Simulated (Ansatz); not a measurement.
Computed with Ansatz on PBE0-D4/def2-TZVP structures; ΔE is electronic, products minus reactants. CCSD(T)/CBS adds triple-zeta CCSD(T) − MP2 to the extrapolated MP2 energy (def2 sets, frozen cores). DFT in def2-TZVPP. def2 core potentials past Kr. For Br, Ga, In outer-core shells are correlated without core-valence functions, which leaves a few kJ/mol of doubt a bond. Scalar relativity is left out up to krypton. Each species was taken in one conformer, which may not be the lowest.

Consider the redistribution: `[OH][In]([SH])[Br]` + `C[SiH2][GaH2]` → `[CH3][In]([OH])[Br]` + `S[SiH2][GaH2]`.

`[OH][In]([SH])[Br]`:

```xyz
6

O     1.170    1.136   -0.336
In    0.008   -0.328    0.291
S    -2.127   -0.612   -0.659
Br    0.885   -1.789    2.059
H     2.014    1.152    0.124
H    -1.951    0.440   -1.479
```

`C[SiH2][GaH2]`:

Z-matrix (Å, degrees):
```
C
Si 1 1.880
H 1 1.092 2 110.8
H 1 1.092 2 111.0 3 120.2
H 1 1.092 2 110.8 3 -119.6
Ga 2 2.414 1 114.4 3 59.8
H 2 1.494 1 109.6 3 -178.2
H 2 1.494 1 109.6 3 -62.2
H 6 1.575 2 120.8 1 -179.9
H 6 1.577 2 122.1 1 0.1
```

`[CH3][In]([OH])[Br]`:

Z-matrix (Å, degrees):
```
C
In 1 2.123
H 1 1.090 2 109.2
H 1 1.090 2 109.1 3 -119.2
H 1 1.088 2 109.4 3 120.6
O 2 1.976 1 125.9 3 55.1
Br 2 2.486 1 124.1 3 -125.0
H 6 0.961 2 111.8 1 180.0
```

`S[SiH2][GaH2]`:

```xyz
8

S     0.209   -2.047   -0.584
Si   -0.590   -0.051   -0.837
Ga    0.164    0.990    1.189
H     1.488   -1.648   -0.476
H    -0.137    0.546   -2.124
H    -2.056   -0.285   -0.926
H     1.708    1.254    1.345
H    -0.787    1.240    2.413
```

Problem. Is it downhill or uphill in electronic energy at CCSD(T)/CBS, and by how much? (Best estimate.)

Solution. Ansatz gave: Uphill: ΔE = +0.30 eV.

Problem. What do these levels give: PBE-D4, PBE0-D4, MP2/def2-TZVPP, CCSD(T)/def2-TZVPP, HF/def2-QZVPP, MP2/CBS(def2)? (Best estimate.)

Solution. Ansatz gave: PBE-D4 0.27, PBE0-D4 0.31, MP2/def2-TZVPP 0.28, CCSD(T)/def2-TZVPP 0.31, HF/def2-QZVPP 0.43, MP2/CBS(def2) 0.27 eV.

Largest T1 diagnostic among the species: 0.013.

In def2-TZVPP, CCSD(T) changes the Hartree–Fock value by −0.13 eV (the triples alone add −0.01 eV) and MP2 by −0.16 eV. From PBE to PBE0 (25 % exact exchange), in def2-TZVPP and without D4, ΔE moves by +0.04 eV.
